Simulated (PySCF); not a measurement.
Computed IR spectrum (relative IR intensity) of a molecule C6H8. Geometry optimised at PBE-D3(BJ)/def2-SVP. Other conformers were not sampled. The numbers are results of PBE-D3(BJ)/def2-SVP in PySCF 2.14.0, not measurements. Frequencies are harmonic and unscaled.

| ν (cm⁻¹) | relative intensity |
|---|---|
| 319 | 5.3 |
| 361 | 3.3 |
| 506 | 3.4 |
| 599 | 52 |
| 652 | 46 |
| 753 | 8.7 |
| 776 | 7.5 |
| 820 | 5.1 |
| 890 | 8.8 |
| 1013 | 6.5 |
| 1049 | 9.5 |
| 1084 | 9.6 |
| 1149 | 3.3 |
| 1310 | 4.0 |
| 1368 | 3.7 |
| 1406 | 9.0 |
| 1414 | 7.5 |
| 2159 | 28 |
| 2971 | 30 |
| 3054 | 18 |
| 3063 | 11 |
| 3072 | 3.9 |
| 3082 | 25 |
| 3163 | 4.9 |
| 3410 | 100 |

Task: Pick the molecule that these values belong to.
(A) C#CC1CCC1
(B) C#C[C@@H]1C[C@@H]1C
(C) C#C[C@H](C)C=C
(D) C#CC=C(C)C

Result: B, C#C[C@@H]1C[C@@H]1C
